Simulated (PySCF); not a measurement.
**Correlation energy of Ne³⁺ (neon, charge +3)**

[He] 2s2 2p3, high-spin 4S determinant. All numbers are calculated (PySCF 2.14, scalar relativity by spin-free X2C-1e, in aug-cc-pVQZ-DK). Frozen: 1s2; 5 electrons correlated.

```csv
level,correlation energy (mhartree)
CCSD,-124.47
(T),-1.11
CCSD(T),-125.58
```

Diagnostics: T1 = 0.0021, D1 = 0.0056, largest double amplitude 0.022.

Cost of the coupled-cluster step: about 8 core-seconds, for 5 correlated electrons.
